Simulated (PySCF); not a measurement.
## Electronic structure of He (helium, neutral) at the r2SCAN level

Configuration: 1s2, closed-shell 1S. All numbers are calculated (PySCF 2.14, scalar relativity by spin-free X2C-1e, in jorge-DZP-DKH (2s1p, 5 functions)).

| Quantity | Value |
| --- | --- |
| Total energy | -2.8976 hartree |
| One-electron energy | -3.8831 hartree |
| Hartree (Coulomb) energy | 2.0556 hartree |
| Exchange-correlation energy | -1.0702 hartree |
| ⟨S²⟩ | 0.0000 |
| ⟨L²⟩ | 0.000 |
| Sum of ⟨r⟩ | 1.845 bohr |
| Sum of ⟨r²⟩ | 2.323 bohr² |
| Langevin diamagnetic susceptibility | -1.84 ×10⁻⁶ cm³/mol |
| Time after the integrals | 0.07 s of wall time on 1 thread of Intel(R) Xeon(R) Platinum 8259CL CPU @ 2.50GHz (shared host) |

```tsv
shell	electrons	mean orbital energy (hartree)	rms radius, mean of both spins (bohr)
1s	2	-0.59799	1.08
```
